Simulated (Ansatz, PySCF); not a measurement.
Conformers of C4H8O (SMILES C=CCOC), B3LYP-D3(BJ)/def2-TZVP minima from an xTB search, which can miss the lowest.
Conformer 1 (charge 0, multiplicity 1, Z-matrix in Å and degrees):
```
C
H 1 1.0927
H 1 1.0988 2 108.05
O 1 1.4202 2 105.10 3 -117.95
C 4 1.4140 1 113.46 2 169.57
H 5 1.0887 4 106.94 1 -177.96
H 5 1.0951 6 109.21 4 121.45
H 5 1.0979 6 109.07 7 118.32
C 1 1.4996 2 110.03 3 120.20
C 9 1.3260 1 124.46 2 -117.71
H 10 1.0826 9 121.88 1 178.84
H 10 1.0846 11 116.78 9 179.50
H 9 1.0865 10 120.18 11 -1.18
```

Cores are frozen in the correlated methods. CBS: X⁻³ extrapolation of the correlation energy, Hartree–Fock from the larger set. MP2 and its Hartree–Fock in cc-pVQZ, cc-pVTZ are density fitted. Rows in 6-31G* carry no dispersion term and start afresh at each structure (6-31G* with six Cartesian d functions).

Run with Ansatz (a quantum-chemistry and plane-wave program); PySCF for 6-31G* rows. Each number belongs to the level named beside it.

Electronic energies of 4 conformers above conformer 1 (kcal/mol):

```tsv
level	conformer 1	conformer 2	conformer 3	conformer 4
PBE/def2-TZVPP	0.00	0.07	0.62	1.30
B3LYP/6-31G*	0.00	0.35	0.64	1.67
wB97M-V/def2-TZVPP	0.00	0.30	0.31	1.56
MP2/CBS(cc-pVTZ, cc-pVQZ) + ΔCCSD(T)/cc-pVDZ	0.00	0.29	0.56	1.52
```

Task: Give Boltzmann populations at 298.15 K for each level, counting each conformer once and leaving out zero-point, thermal and symmetry terms.

Result: 
Weights exp(−E/RT) with RT = 0.5925 kcal/mol, divided by their sum:
- PBE/def2-TZVPP: 42 %, 38 %, 15 %, 5 %
- B3LYP/6-31G*: 51 %, 28 %, 17 %, 3 %
- wB97M-V/def2-TZVPP: 44 %, 26 %, 26 %, 3 %
- MP2/CBS(cc-pVTZ, cc-pVQZ) + ΔCCSD(T)/cc-pVDZ: 48 %, 30 %, 19 %, 4 %
The share of conformer 1 runs from 42 to 51 % over these levels.
